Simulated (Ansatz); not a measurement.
A set of 12 reactions (ligand exchange), with CCSD(T)/CBS values in kJ/mol:

```csv
reaction,ΔE
`Cl[Si](Cl)(Cl)Br` + H–F → `F[Si](Cl)(Cl)Cl` + HBr,-51.2
`[OH][Ge]([OH])([OH])[SiH3]` + `[OH][SnH2][OH]` → `[OH][SnH2][O][SiH3]` + `[OH][GeH]([OH])[OH]`,-88.3
`[NH2][Ge][O][SiH3]` + `OB(F)F` → `FB(F)O[SiH3]` + `[NH2][Ge][OH]`,19.5
`F[Si](F)(Br)Br` + H–F → `F[Si](F)(F)Br` + HBr,-56.8
`F[Si@H](Cl)[C@H]1BO1` + `[NH2][GeH3]` → `F[SiH](Cl)[NH][GeH3]` + `B1CO1`,-84.3
`[SiH3][B]1[O][GeH2]1` + `CN[SiH](O)O` → `CN([SiH3])[SiH](O)O` + `[BH]1[O][GeH2]1`,-48.8
`[SH][GeH3]` + `CO[SiH2]N` → `CO[SiH2][NH][GeH3]` + H₂S,34.4
`N[Si@H](Cl)[Si@@H](N)F` + CH₃OH → `CO[Si@@H](N)[Si@H](N)F` + HCl,6.7
`C#C[SiH](C)Cl` + `OC=S` → `C[SiH](Cl)OC=S` + `C#C`,-57.3
`[F][In]([Cl])[Cl]` + NH₃ → `[NH2][In]([Cl])[Cl]` + H–F,28.2
`C=C[CH2][Al]([F])[Cl]` + HCl → `C=C[CH2][Al]([Cl])[Cl]` + H–F,17.9
`O[SiH2][SnH2][OH]` + H–F → `[OH][SnH2][F]` + `O[SiH3]`,-49.7
```

Gas-phase electronic energies from Ansatz, PBE0-D4/def2-TZVP geometries. CCSD(T)/CBS adds triple-zeta CCSD(T) − MP2 to the extrapolated MP2 energy (def2 sets, frozen cores). This one scheme is used for every species. DFT in def2-TZVPP. B3LYP here is the variant with VWN-RPA as its local correlation; programs differ in this. Elements past krypton have def2 core potentials. For Br, Ge, In, Sn outer-core shells are correlated without core-valence functions, which leaves a few kJ/mol of doubt a bond. Scalar relativity is left out up to krypton. One conformer a species, not always the lowest.

Task: Give the mean, mean absolute and largest difference (level minus CCSD(T)/CBS, kJ/mol) for: PBE-D4, r2SCAN-D4, PBE0-D4, B3LYP-D4, B2PLYP, B3LYP, HF/def2-TZVPP, MP2/def2-TZVPP, CCSD/def2-TZVPP, HF/def2-QZVPP, MP2/def2-QZVPP, SCS-MP2/def2-QZVPP, HF/CBS(def2), MP2/CBS(def2). (An estimate is asked.)

Result: Ansatz gave: 
| level | mean | mean absolute | largest |
| --- | --- | --- | --- |
| PBE-D4 | 9.5 | 9.7 | 27.9 |
| r2SCAN-D4 | 2.3 | 5.5 | 11.9 |
| PBE0-D4 | 6.3 | 7.0 | 16.1 |
| B3LYP-D4 | 1.0 | 3.8 | 10.2 |
| B2PLYP | -0.7 | 5.0 | -12.2 |
| B3LYP | 1.4 | 8.7 | -17.0 |
| HF/def2-TZVPP | -8.3 | 13.4 | -29.2 |
| MP2/def2-TZVPP | -1.8 | 2.9 | -7.7 |
| CCSD/def2-TZVPP | -3.0 | 4.1 | -12.1 |
| HF/def2-QZVPP | -9.3 | 14.9 | -32.2 |
| MP2/def2-QZVPP | -1.0 | 3.4 | -8.1 |
| SCS-MP2/def2-QZVPP | -3.0 | 3.8 | -11.8 |
| HF/CBS(def2) | -9.4 | 15.1 | -32.7 |
| MP2/CBS(def2) | 0.1 | 4.4 | 10.5 |

The largest T1 diagnostic in the set is 0.018, for `OC=S` (customary mark 0.02).

CCSD(T)/CBS is a level of theory with its own doubt, and the functionals carry their triple-zeta basis error, so these figures describe this set and don't rank the functionals.
